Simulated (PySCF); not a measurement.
Here is a job for PySCF.
```python
from pyscf import gto, scf, dft

mol = gto.M(
    atom='''
Ge   -0.339128   -0.195602    0.635764
C    -2.223978   -0.782361    0.446736
Br    1.026388   -1.568460   -0.612805
Br   -0.121014    1.963489   -0.138364
H     0.244346   -0.195961    2.048680
H    -2.340812   -1.800274    0.808684
H    -2.882031   -0.127421    1.011394
H    -2.513621   -0.748926   -0.602708
''',
    basis='def2-sv(p)',
    charge=0,
    spin=0,
    verbose=4,
    max_memory=1800,
)

mf = dft.RKS(mol)
mf.xc = 'pbe'
mf = mf.density_fit(auxbasis='def2-universal-jkfit')
mf.kernel()
```

**Question.** Predict the total energy from DF-PBE/def2-SV(P) (PySCF).

**Answer.** -7263.847673 Ha

**Question.** Give the number of basis functions at the level DF-PBE/def2-SV(P).

**Answer.** 118

**Question.** Predict the HOMO-LUMO gap from DF-PBE/def2-SV(P).

**Answer.** 5.22 eV

**Question.** Roughly what does it cost on one core?

**Answer.** about 27 core-seconds (a rough figure).
